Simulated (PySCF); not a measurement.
Al(F)(OH)(SeH) (AlFH2OSe), SMILES [OH][Al]([F])[SeH].

The structure is a stationary point at B3LYP-D3(BJ)/def2-SVP. Other conformers were not sampled.

Calculation: M06-2X/def2-TZVPD in PySCF.

Symmetry labels are those of the subgroup Cs that the program uses (full group Cs).

Computed valence orbital energies around the gap with their symmetry:
| orbital | symmetry | energy (eV) |
|---|---|---|
| HOMO−7 | A' | -15.15 |
| HOMO−6 | A' | -13.97 |
| HOMO−5 | A" | -13.90 |
| HOMO−4 | A' | -12.38 |
| HOMO−3 | A' | -11.91 |
| HOMO−2 | A" | -11.59 |
| HOMO−1 | A' | -10.33 |
| HOMO | A" | -8.69 |
| LUMO | A' | -0.81 |
| LUMO+1 | A" | 0.25 |
| LUMO+2 | A' | 0.30 |
| LUMO+3 | A' | 0.59 |
